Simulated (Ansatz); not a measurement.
Steps of a relaxation of `CC[O][SnH]([CH3])[F]` with RKS PBE0-D4/def2-TZVP.

```sh
$ ansatz run in.yaml --threads 2 --pin off --events-out ev --progress --plain --max-ram 32768MiB --backend cuda --devices 0, --max-vram 18GiB
```

```yaml
crystal:
  periodic: [false, false, false]
  atoms:
    - {symbol: C, position_ang: [0.945590, 2.126650, 0.861950]}
    - {symbol: C, position_ang: [1.486350, 0.904770, 0.139780]}
    - {symbol: O, position_ang: [0.511150, 0.206860, -0.587160]}
    - {symbol: Sn, position_ang: [-1.070410, -0.769240, 0.108930]}
    - {symbol: C, position_ang: [-1.452040, -2.231260, -1.439750]}
    - {symbol: F, position_ang: [-0.345830, -1.765030, 1.659200]}
    - {symbol: H, position_ang: [0.237440, 1.811540, 1.629560]}
    - {symbol: H, position_ang: [0.436710, 2.780930, 0.158980]}
    - {symbol: H, position_ang: [1.760740, 2.668680, 1.333390]}
    - {symbol: H, position_ang: [1.978610, 0.240960, 0.858020]}
    - {symbol: H, position_ang: [2.225340, 1.210930, -0.609570]}
    - {symbol: H, position_ang: [-2.235960, 0.209890, 0.927110]}
    - {symbol: H, position_ang: [-0.981280, -1.864590, -2.345620]}
    - {symbol: H, position_ang: [-2.514990, -2.379310, -1.587210]}
    - {symbol: H, position_ang: [-0.981400, -3.151770, -1.107620]}
basis:
  gaussian: {orbitals: def2-TZVP}
hamiltonian: {xc: pbe0, dispersion: d4}
relax: {f_tol: 0.005, max_steps: 150}
```

Positions (Å) and forces (eV/Å) along the path, 9 of 26 steps:

```xyz
15
step=1 energy=-13849.2299 eV
C     0.946    2.127    0.862    0.042   -0.502   -0.219
C     1.486    0.905    0.140   -0.067    0.188    0.025
O     0.511    0.207   -0.587   -0.859   -0.463   -0.032
Sn   -1.070   -0.769    0.109    0.800   -0.447    0.458
C    -1.452   -2.231   -1.440    0.093    0.609    0.599
F    -0.346   -1.765    1.659   -0.316    0.423   -0.753
H     0.237    1.812    1.630   -0.065    0.107    0.147
H     0.437    2.781    0.159   -0.079    0.156   -0.074
H     1.761    2.669    1.333    0.081    0.148    0.149
H     1.979    0.241    0.858    0.103   -0.028    0.026
H     2.225    1.211   -0.610    0.129    0.029    0.124
H    -2.236    0.210    0.927    0.188   -0.122   -0.314
H    -0.981   -1.865   -2.346    0.060    0.021   -0.126
H    -2.515   -2.379   -1.587   -0.163   -0.026   -0.031
H    -0.981   -3.152   -1.108    0.054   -0.092    0.022
15
step=3 energy=-13849.3280 eV
C     0.905    2.097    0.856    0.025   -0.087   -0.052
C     1.485    0.893    0.141    0.009    0.080    0.041
O     0.536    0.185   -0.621    0.006   -0.019   -0.066
Sn   -0.984   -0.793    0.109   -0.009   -0.007    0.008
C    -1.460   -2.203   -1.387   -0.010   -0.020   -0.002
F    -0.264   -1.763    1.611    0.039   -0.007    0.067
H     0.173    1.796    1.611   -0.007    0.012    0.010
H     0.413    2.765    0.145   -0.009    0.016    0.000
H     1.695    2.654    1.366   -0.002    0.014    0.016
H     1.972    0.231    0.868    0.006   -0.014    0.004
H     2.259    1.221   -0.563   -0.005    0.002    0.028
H    -2.153    0.238    0.797   -0.009    0.008    0.010
H    -1.025   -1.844   -2.318   -0.014   -0.022   -0.053
H    -2.537   -2.315   -1.494   -0.013   -0.011   -0.026
H    -1.015   -3.162   -1.121   -0.009    0.054    0.015
15
step=9 energy=-13849.3316 eV
C     0.886    2.087    0.851    0.001   -0.007   -0.004
C     1.499    0.892    0.154   -0.005    0.001   -0.004
O     0.579    0.178   -0.645   -0.002    0.000    0.005
Sn   -0.952   -0.786    0.091    0.003    0.002   -0.005
C    -1.479   -2.200   -1.388    0.002    0.000    0.005
F    -0.214   -1.740    1.598    0.001   -0.002    0.003
H     0.129    1.781    1.580   -0.001    0.001    0.001
H     0.415    2.756    0.127   -0.001    0.002   -0.001
H     1.652    2.649    1.392    0.002    0.003    0.002
H     1.964    0.227    0.894    0.002   -0.001    0.001
H     2.295    1.228   -0.521    0.002    0.001    0.001
H    -2.108    0.254    0.789   -0.001   -0.001    0.000
H    -1.092   -1.854   -2.347    0.000    0.001   -0.003
H    -2.559   -2.324   -1.446   -0.003   -0.002   -0.001
H    -1.014   -3.150   -1.129   -0.001    0.002   -0.001
15
step=11 energy=-13849.3315 eV rejected
C     0.887    2.088    0.850    0.005    0.007    0.006
C     1.500    0.892    0.155   -0.003    0.008    0.009
O     0.580    0.179   -0.643    0.002   -0.010   -0.005
Sn   -0.950   -0.786    0.090   -0.016    0.006    0.008
C    -1.480   -2.199   -1.388    0.007   -0.007   -0.012
F    -0.217   -1.742    1.599    0.003    0.002   -0.004
H     0.129    1.784    1.580    0.001   -0.002   -0.002
H     0.416    2.756    0.125    0.001   -0.002   -0.001
H     1.652    2.651    1.391   -0.001   -0.003   -0.001
H     1.964    0.227    0.896   -0.001    0.002   -0.001
H     2.298    1.226   -0.518   -0.002   -0.002   -0.003
H    -2.110    0.251    0.786    0.003    0.004    0.003
H    -1.101   -1.851   -2.349   -0.002   -0.002    0.002
H    -2.560   -2.329   -1.441    0.002    0.004    0.005
H    -1.009   -3.148   -1.133    0.001   -0.004   -0.003
15
step=17 energy=-13849.3317 eV
C     0.887    2.092    0.845    0.000   -0.003   -0.002
C     1.500    0.888    0.162   -0.001   -0.002   -0.003
O     0.582    0.172   -0.637   -0.001    0.002    0.003
Sn   -0.952   -0.789    0.093    0.001    0.001   -0.005
C    -1.480   -2.197   -1.391    0.001    0.003    0.006
F    -0.219   -1.749    1.599    0.001   -0.001    0.003
H     0.123    1.796    1.570   -0.001    0.000    0.001
H     0.425    2.757    0.112    0.000    0.001    0.000
H     1.652    2.654    1.387    0.001    0.001    0.001
H     1.957    0.228    0.911    0.000    0.000    0.001
H     2.302    1.215   -0.509    0.001    0.001    0.001
H    -2.107    0.251    0.792    0.000   -0.001    0.000
H    -1.129   -1.830   -2.355    0.001    0.002   -0.004
H    -2.558   -2.349   -1.422   -0.004   -0.002    0.000
H    -0.984   -3.139   -1.157    0.002   -0.003    0.000
15
step=18 energy=-13849.3306 eV rejected
C     0.889    2.103    0.829   -0.006   -0.017   -0.015
C     1.502    0.878    0.183    0.000    0.001   -0.003
O     0.592    0.158   -0.622   -0.004    0.007    0.010
Sn   -0.951   -0.797    0.099    0.010    0.000   -0.010
C    -1.483   -2.191   -1.397   -0.008   -0.076   -0.083
F    -0.229   -1.772    1.600   -0.001   -0.001    0.003
H     0.105    1.830    1.543    0.011    0.005   -0.011
H     0.451    2.760    0.073    0.007   -0.011    0.013
H     1.649    2.665    1.377    0.000    0.004    0.002
H     1.936    0.227    0.953   -0.004    0.011   -0.010
H     2.321    1.182   -0.479   -0.006    0.001    0.016
H    -2.100    0.247    0.804   -0.001   -0.003   -0.001
H    -1.219   -1.770   -2.373   -0.047   -0.076    0.145
H    -2.553   -2.411   -1.362    0.146    0.015   -0.020
H    -0.910   -3.107   -1.226   -0.097    0.139   -0.036
15
step=21 energy=-13849.3318 eV
C     0.888    2.098    0.836    0.002   -0.004   -0.002
C     1.501    0.883    0.173   -0.001    0.003    0.003
O     0.587    0.166   -0.630   -0.001    0.000   -0.001
Sn   -0.951   -0.793    0.095    0.002   -0.002    0.001
C    -1.482   -2.194   -1.394    0.000   -0.002   -0.002
F    -0.223   -1.761    1.599   -0.001    0.001   -0.001
H     0.113    1.814    1.555    0.000    0.000   -0.001
H     0.440    2.759    0.091    0.000   -0.001    0.000
H     1.650    2.660    1.383    0.000    0.000    0.000
H     1.945    0.227    0.933    0.000    0.000   -0.001
H     2.313    1.198   -0.492    0.000    0.000    0.001
H    -2.104    0.248    0.798    0.000    0.000    0.000
H    -1.177   -1.801   -2.364   -0.003   -0.003    0.006
H    -2.555   -2.382   -1.391    0.006   -0.001   -0.001
H    -0.946   -3.122   -1.193   -0.004    0.006   -0.002
15
step=24 energy=-13849.3318 eV rejected
C     0.889    2.099    0.833   -0.010    0.030    0.021
C     1.501    0.881    0.177    0.007   -0.012   -0.009
O     0.588    0.165   -0.626    0.011   -0.008   -0.013
Sn   -0.950   -0.795    0.096   -0.016    0.006    0.001
C    -1.483   -2.193   -1.395    0.002   -0.004   -0.003
F    -0.225   -1.764    1.599    0.003   -0.004    0.006
H     0.110    1.820    1.550   -0.001    0.001    0.001
H     0.446    2.758    0.084   -0.001    0.002    0.000
H     1.651    2.660    1.381   -0.002    0.005    0.003
H     1.941    0.227    0.941    0.001   -0.007   -0.002
H     2.316    1.193   -0.485    0.005   -0.008   -0.006
H    -2.103    0.248    0.798    0.002   -0.004   -0.001
H    -1.196   -1.790   -2.366   -0.003   -0.003    0.005
H    -2.553   -2.395   -1.378    0.006    0.000   -0.001
H    -0.932   -3.114   -1.207   -0.004    0.005   -0.003
15
step=26 energy=-13849.3319 eV
C     0.890    2.101    0.831    0.000    0.000    0.000
C     1.501    0.879    0.181    0.000   -0.001   -0.001
O     0.590    0.163   -0.625    0.000    0.001    0.000
Sn   -0.951   -0.795    0.096    0.001    0.000   -0.002
C    -1.483   -2.192   -1.396   -0.001   -0.002   -0.002
F    -0.227   -1.766    1.599    0.000    0.000    0.001
H     0.107    1.826    1.545    0.000    0.000    0.000
H     0.452    2.760    0.078    0.000    0.000    0.000
H     1.650    2.663    1.381    0.000    0.000    0.000
H     1.936    0.226    0.948    0.000    0.000    0.000
H     2.321    1.185   -0.480    0.000    0.000    0.000
H    -2.103    0.247    0.799    0.000   -0.001    0.000
H    -1.217   -1.780   -2.369   -0.002   -0.001    0.004
H    -2.550   -2.410   -1.365    0.003    0.000    0.000
H    -0.917   -3.107   -1.221   -0.002    0.004    0.000
```

It took 73 s on 2 threads of an AMD EPYC 7R13 on a shared host and a share of an NVIDIA H100 80 GB, with 0.9 GiB of host memory at the peak.
